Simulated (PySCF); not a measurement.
An unknown shows these calculated signals:

¹H NMR (500 MHz, computed): δ 4.99 (t, 2H), 3.27 (br s, 1H), 2.61 (sept, 1H), 2.40 (t, 2H), 1.17 (d, 6H).

¹³C{¹H} NMR (computed): δ 223.9 (C), 47.1 (CH), 37.4 (CH2), 20.6 (CH3).

PySCF 2.14 calculation with shielding tensors at PBE0/pcSseg-1 (GIAO) and geometry: GFN2-xTB; averaged over atoms made equivalent by symmetry, fast rotation or ring inversion, non-relativistic, one conformer, in vacuum.

References, each an isolated molecule treated in the same way: TMS for ¹H and ¹³C.

**Question.** Which of these does the molecule contain: a three-membered ring, a carboxylic acid, a Si–H bond, a (CH3)2CH unit, a heteroaromatic ring, an OH group?

**Answer.** 
- A three-membered ring: no.
- A carboxylic acid: no.
- A Si–H bond: yes (δH 4.99 (t)).
- A (CH3)2CH unit: yes (δC 20.6, 47.1; δH 1.17 (d), 2.61 (sept)).
- A heteroaromatic ring: no.
- An OH group: yes (δH 3.27 (br s)).

The data belong to `CC(C)C(=O)C[SiH2]O`, C5H12O2Si; they needn't prove each group on their own.

Carbon signals by region: 1 in the far downfield region (above 160 ppm), 3 below 50 ppm. Above 160 ppm: 223.9, ketone carbonyl carbon.

Exchangeable OH/NH protons stand at their gas-phase positions; hydrogen bonding in a real sample shifts them, mostly to higher δ. Shifts are as computed. Against solution values, carbons near 30 ppm lie about +3 ppm off and those near 130 ppm about +5 ppm. Of 1309 compounds with measured shifts, 239 miss one by over three times the rms of a fit or turn the order of signals round; such compounds aren't used in these exercises. Multiplicities follow the n + 1 count of equivalent neighbours, as no J values were calculated; m marks all less simple cases, F and P coupling included.
